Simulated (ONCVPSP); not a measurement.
Before and after: ONCV potential for calcium

calcium, optimised norm-conserving Vanderbilt (ONCV), made with ONCVPSP 4.0.1 (BLYP, fully relativistic). Core [Ne], reference 3s2 3p6 4s2. Waves: 3s+4s: rc 1.50 bohr, ncon 3, nbas 8, qcut 9.1 1/bohr, 2 projectors; 3p: rc 1.75 bohr, ncon 4, nbas 9, qcut 9.4 1/bohr, 2 projectors, debl 2.1 Ha; d scattering state at 0.05 Ha: rc 1.40 bohr, ncon 3, nbas 8, qcut 6.8 1/bohr, 2 projectors, debl 3.5 Ha. Local part: polynomial inside 1.35 bohr (lpopt 5, dvloc0 -1 Ha). Core correction: polynomial model core, fcfact 0.6.

Open shells are filled in proportion to 2j + 1.

Change: p: rc 1.24; local potential polynomial inside 1.24 bohr (lpopt 5, dvloc0 -1 Ha).

Cutoffs: the cutoffs (Ha) at which the residual kinetic energy of the hardest occupied pseudo-wave falls to 1 and 0.1 mHa per electron; they do not see the model core or the augmentation charge, which bear on the density cutoff. Errors are all-electron minus pseudo energies relative to the spin-unpolarised reference configuration.

**Question.** What does the change do?

**Answer.** The potential gets harder (25 Ha and 30 Ha → 26 Ha and 35 Ha); the errors of the 4 common tests hardly move; neither file shows a bound ghost. A smaller radius makes the pseudo-wave follow the all-electron one further in, where it bends more sharply, so more plane waves are needed.

```csv
quantity,base,changed
"cutoff, loose",25 Ha,26 Ha
"cutoff, tight",30 Ha,35 Ha
loose cutoff by channel,"s 25 Ha, p 15 Ha","s 25 Ha, p 26 Ha"
bound ghosts,none,none
GHOST(+) flags under 300 eV,none,none
"error for 3s2 3p6 4s1, meV [ΔE 6.23 eV]",+0.1,+0.1
"error for 3s2 3p6 4s0, meV [ΔE 18.19 eV]",+0.2,0.0
"error for 3s2 3p6 4s1.5, meV [ΔE 2.44 eV]",0.0,0.0
"error for 3s2 3p6 4s1 4p1, meV [ΔE 2.47 eV]",+0.1,0.0
s: phases at 1.53 bohr within 0.05 rad from the reference energy up to (Ha; the scan ends near 5),to the end of the scan,to the end of the scan
d5/2: phases at 1.42 bohr within 0.05 rad from the reference energy up to (Ha; the scan ends near 5),to the end of the scan,to the end of the scan
d3/2: phases at 1.42 bohr within 0.05 rad from the reference energy up to (Ha; the scan ends near 5),to the end of the scan,to the end of the scan
"rms error of d²Exc/dni dnj with the model core, mHa",4.92,4.55
```

Base: The cutoffs count occupied waves only; projector 2 of the d channel, the hardest unoccupied one, needs 133 Ha at the loose tolerance. Changed file: The cutoffs count occupied waves only; projector 2 of the d channel, the hardest unoccupied one, needs 133 Ha at the loose tolerance.
